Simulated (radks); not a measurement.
Excited configurations of Br IV: one electron is placed in a higher orbital outside [Ar] 3d10 4s2 4p1. The ground configuration is [Ar] 3d10 4s2 4p2. Calculated with a radial shooting solver on a logarithmic mesh with Libxc functionals: scalar-relativistic Kohn-Sham, PBE, spin-unpolarised, spherical densities, point nucleus. Excitation = E - E(ground); binding = E(ion) - E, where the ion is the core of charge +4; n* = 4/sqrt(2 binding) in atomic units, and the quantum defect is n - n*.

\begin{tabular}{lrrrr}
outer orbital & excitation (eV) & binding (eV) & n* & eigenvalue (eV) \\ \hline
4d & 19.239 & 26.786 & 2.851 & -22.311 \\
5s & 21.321 & 24.704 & 2.968 & -21.778 \\
5d & 31.476 & 14.549 & 3.868 & -12.717 \\
6p & 33.863 & 12.162 & 4.231 & -10.799 \\
6f & 39.303 & 6.722 & 5.691 & -5.935 \\
7p & 37.978 & 8.047 & 5.201 & -7.213 \\
\end{tabular}

The Delta-SCF ionisation energy is 46.025 eV (NIST Atomic Spectra Database: 47.78 eV, measured). Self-interaction in the functional shifts the binding energies and quantum defects, so they are the method's values and not measured ones. Spin polarisation and multiplet splitting are left out, so open shells lie too high by an amount that depends on their filling.

Beside tabulated values, note that spin-unpolarised runs miss the spin-polarisation part of the exchange energy of open shells.
